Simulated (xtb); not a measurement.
H₁₂O₆Zn (SMILES [OH2]->[Zn+2](<-[OH2])(<-[OH2])(<-[OH2])(<-[OH2])<-[OH2]), charge +2, singlet, geometry from GFN2-xTB (such geometries of metal compounds can be far from the true shape).

xtb was given this input:
```
$ xtb mol.xyz --gfn 2 --chrg 2 --json

# file mol.xyz
19

Zn    -0.00000000    -0.00000000     0.00000000
O     -0.68794774     1.64064429    -0.92214038
H     -1.49271480     1.70775651    -1.44990447
H     -0.27738361     2.51364239    -0.92277461
O      1.57056726     1.04144287     0.68120766
H      1.61931982     1.52897791     1.51224423
H      2.42176999     1.15066801     0.24051186
O      1.03700290    -0.48888826    -1.64345426
H      1.60028365    -1.26373687    -1.75753068
H      1.06793819     0.00582109    -2.47109831
O     -1.03700290     0.48888826     1.64345426
H     -1.60028365     1.26373687     1.75753068
H     -1.06793819    -0.00582109     2.47109831
O     -1.57056726    -1.04144287    -0.68120766
H     -1.61931982    -1.52897791    -1.51224423
H     -2.42176999    -1.15066801    -0.24051186
O      0.68794774    -1.64064429     0.92214038
H      0.27738361    -2.51364239     0.92277461
H      1.49271480    -1.70775651     1.44990447
```

Question: What total energy does xtb with GFN2-xTB give?

Answer: -60.399963 Ry

Question: Estimate the partial charges in atom order that GFN2-xTB returns for this input.

Answer: Zn1 0.32, O2 -0.45, H3 0.37, H4 0.37, O5 -0.45, H6 0.37, H7 0.37, O8 -0.45, H9 0.37, H10 0.37, O11 -0.45, H12 0.37, H13 0.37, O14 -0.45, H15 0.37, H16 0.37, O17 -0.45, H18 0.37, H19 0.37

Question: Give the HOMO-LUMO gap at the level GFN2-xTB.

Answer: 7.68 eV
